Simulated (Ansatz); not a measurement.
`[SH][Zn][SH]` + CH₃SH → `C[S][Zn][SH]` + H₂S  (ligand exchange at a Zn–S bond)

Isolated molecules relaxed with PBE0-D4/def2-TZVP in Ansatz; ΔE leaves out vibrations. CBS: MP2 limit from def2 TZ/QZ plus the TZ coupled-cluster correction, frozen cores. This one scheme is used for every species. DFT in def2-TZVPP. For Zn outer-core shells are correlated without core-valence functions, which leaves a few kJ/mol of doubt a bond. Scalar relativity is left out up to krypton. One conformer a species, not always the lowest.

| level | ΔE (kJ/mol) |
| --- | --- |
| BLYP | 12.2 |
| RPA@PBE/def2-TZVPP | 12.1 |
| MP2/def2-TZVPP | 11.9 |
| MP2/def2-QZVPP | 11.7 |

**Question.** What does CCSD(T)/CBS give? (Estimate.)

**Answer.** Computed: +12.1 kJ/mol. The listed levels differ from it by 0.1, 0.0, -0.2, -0.4 kJ/mol.

Largest T1 diagnostic among the species: 0.014.

Leaving LDA and LC-ωPBE aside and taking each functional with its dispersion term where it has one, the values, not all of them listed here, spread over 5.0 kJ/mol, from BLYP-D4 to PBE-QIDH. From BLYP to BHLYP (50 % exact exchange), in def2-TZVPP and without D4, ΔE moves by +3.5 kJ/mol. In def2-TZVPP, CCSD(T) changes the Hartree–Fock value by −5.5 kJ/mol (the triples alone add −1.1 kJ/mol) and MP2 by −6.2 kJ/mol.
